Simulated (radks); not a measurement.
Charge is removed step by step from the 5p (averaged over the sub-levels emptied) level of the tungsten ion W2+, starting from [Xe] 4f14 5d4. All-electron calculation, Dirac Kohn-Sham, BLYP, spin-unpolarised, spherical densities, finite nucleus; open shells are shared between the two j in proportion to 2j + 1; Fermi nuclear charge, rms radius 5.3658 fm. Program: a radial shooting solver on a logarithmic mesh with Libxc functionals.

removed (e)  E - E(0) (eV)  eigenvalue (eV)  E minus straight line (eV)
0                    0.000          -59.705                       0.000
0.125                7.572          -61.448                      -0.788
0.25                15.363          -63.216                      -1.356
0.375               23.377          -65.007                      -1.702
0.5                 31.616          -66.820                      -1.822
0.625               40.083          -68.654                      -1.715
0.75                48.780          -70.508                      -1.377
0.875               57.710          -72.381                      -0.806
1                   66.876          -74.273                       0.000

Removing the whole electron costs 66.876 eV by Delta-SCF, against 59.705 eV from minus the eigenvalue at the starting occupation. Slater's transition state (half an electron removed) gives 66.820 eV. Integrating minus the eigenvalue over the occupation (Janak's theorem) gives 66.876 eV. The mean slope of the eigenvalue, de/dn, is 14.6 eV per electron.
